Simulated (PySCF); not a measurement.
Computed properties of AlFHI, SMILES [F][AlH][I]

AlFHI, SMILES [AlH]([I])[F]. Geometry optimised at B3LYP-D3(BJ)/def2-TZVP. The def2 effective core potentials stand for the cores of I; spin–orbit coupling is left out. One conformer was computed; it need not be the lowest. All values are computed for the isolated molecule unless a solvent is named; none is compared with measurement here.

**Structure.** The optimised structure has Cs symmetry. All 6 harmonic modes at B3LYP-D3(BJ)/def2-TZVP (PySCF) are real, so it is a minimum. With heavy atoms numbered as in [AlH:1]([F:2])[I:4], the shortest bond between them is Al1–F2 at 1.648 Å and the longest Al1–I4 at 2.464 Å.

**Vibrations.** The strongest infrared lines (harmonic, unscaled, degenerate partners summed) lie at 648 cm⁻¹ (180 km/mol, H 92 %), 842 cm⁻¹ (165 km/mol, F 56 %, Al 43 %), 2011 cm⁻¹ (123 km/mol, H 96 %). The softest mode is at 165 cm⁻¹ and the zero-point energy is 6.4 kcal/mol.

**Electronic structure.** HF/def2-TZVPD (PySCF) places the frontier levels at -10.58 and 0.97 eV, a gap of 11.55 eV, and gives a dipole moment of 1.29 D and a mean polarisability of 55.9 bohr³.

**Excitations.** TDDFT-PBE0/def2-SVPD (PySCF) has S1 at 5.23 eV (237 nm, f = 0.000, dark); the most intense of the 10 singlets computed lies at 7.77 eV (f = 0.43). T1 (TDA) is at 5.06 eV. No vertical singlet excitation falls in the visible range (under 3.1 eV).
